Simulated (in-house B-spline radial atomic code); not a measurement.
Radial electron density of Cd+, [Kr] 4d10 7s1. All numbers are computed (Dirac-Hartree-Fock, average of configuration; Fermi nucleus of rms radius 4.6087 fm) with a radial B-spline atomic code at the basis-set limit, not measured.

Columns: r (bohr), 4πr²n(r) (electrons per bohr), bar.

```
 0.00111    1.628 #
 0.00142    2.507 #
 0.00181    3.806 ##
 0.00231    5.729 ###
 0.00295    8.519 #####
 0.00377    12.47 #######
 0.00481    17.81 ##########
 0.00615    24.83 ##############
 0.00785    33.34 ###################
    0.01    42.76 ########################
  0.0128    52.13 #############################
  0.0164    59.35 #################################
  0.0209    62.29 ###################################
  0.0267    60.41 ##################################
  0.0341    55.75 ###############################
  0.0435    53.45 ##############################
  0.0556    58.53 #################################
   0.071    69.91 #######################################
  0.0907    77.98 ############################################
   0.116    72.77 #########################################
   0.148    58.75 #################################
   0.189     52.9 ##############################
   0.241    60.29 ##################################
   0.308    61.87 ###################################
   0.394    43.88 #########################
   0.503    23.07 #############
   0.643    17.73 ##########
   0.821    20.49 ############
    1.05     17.8 ##########
    1.34    10.55 ######
    1.71    4.576 ###
    2.18    1.517 #
    2.79   0.3475 
    3.56  0.05702 
    4.55  0.05162 
    5.81  0.04448 
    7.42 9.255e-05 
    9.48   0.0656 
    12.1   0.1325 
    15.5  0.06553 
    19.8 0.009546 
    25.2 0.0003779 
    32.2 2.782e-06 
    41.2 2.553e-09
```

On this grid the curve has 5 maxima, near 0.0209, 0.0907, 0.308, 0.821, 12.1 bohr.

The 7s1/2 radial function P(r) = rR(r), positive near the nucleus, with its small component Q(r) (sign convention: Q ≈ (P' + κP/r)/2c):

| r (bohr) | P | Q |
| --- | --- | --- |
| 0.000417 | 0.001793 | -0.0003199 |
| 0.00068 | 0.002798 | -0.0005069 |
| 0.00111 | 0.004333 | -0.0007935 |
| 0.00181 | 0.00661 | -0.001225 |
| 0.00295 | 0.009846 | -0.001858 |
| 0.00481 | 0.0141 | -0.002742 |
| 0.00785 | 0.01885 | -0.00387 |
| 0.0128 | 0.02213 | -0.005059 |
| 0.0209 | 0.01959 | -0.005786 |
| 0.0341 | 0.005217 | -0.005104 |
| 0.0556 | -0.0209 | -0.002231 |
| 0.0907 | -0.03652 | 0.001774 |
| 0.148 | -0.002926 | 0.003102 |
| 0.241 | 0.05279 | -1.152e-05 |
| 0.394 | 0.009606 | -0.002103 |
| 0.643 | -0.08607 | 0.0001333 |
| 1.05 | -0.001295 | 0.001253 |
| 1.71 | 0.1555 | 9.043e-06 |
| 2.79 | 0.0689 | -0.0007788 |
| 4.55 | -0.2189 | -9.436e-05 |
| 7.42 | -0.009541 | 0.0005471 |
| 12.1 | 0.364 | -0.0001254 |
| 19.8 | 0.0977 | -0.0001126 |
| 32.2 | 0.001668 | -2.446e-06 |
